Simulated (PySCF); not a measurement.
**Manganese: a sound run and one with changed settings**

Sound run: Mn [Ar] 3d5 4s2, Mn⁺ [Ar] 3d5 4s1. Computed with PySCF 2.14 in cc-pVTZ-DK (7s6p4d2f1g, 68 functions), with scalar relativity by spin-free X2C-1e. In the sound run the correlated levels freeze [Ar]. The sound run starts from symmetry-adapted Hartree-Fock orbitals and uses a fine grid where one is needed.

Changed run: the non-relativistic Hamiltonian (point nucleus). This setting is unsound on purpose.

```tsv
species	method	sound run (hartree)	changed run (hartree)	converged
Mn	UHF	-1157.38328	-1146.48202	yes
Mn	LDA	-1156.11632	-1145.22301	yes
Mn	B3LYP	-1158.58208	-1147.68375	yes
Mn	MP2	-1157.50335	-1146.60041	yes
Mn⁺	UHF	-1157.16198	-1146.26336	yes
Mn⁺	LDA	-1155.83787	-1144.94894	yes
Mn⁺	B3LYP	-1158.30358	-1147.40938	yes
Mn⁺	MP2	-1157.24745	-1146.34782	yes
```

Ionisation energy of Mn:

| method | sound run (eV) | changed run (eV) |
| --- | --- | --- |
| UHF | 6.022 | 5.950 |
| LDA | 7.577 | 7.458 |
| B3LYP | 7.578 | 7.466 |
| MP2 | 6.963 | 6.873 |
| SCS-MP2 | 7.172 | 7.081 |

Most of the change in total energy is the relativistic energy itself. On top of that the contraction fixes the core shape for the Hamiltonian it was made with, so the changed run is not a good calculation with the other Hamiltonian either.

For comparison, NIST gives 7.434 eV between the lowest levels.
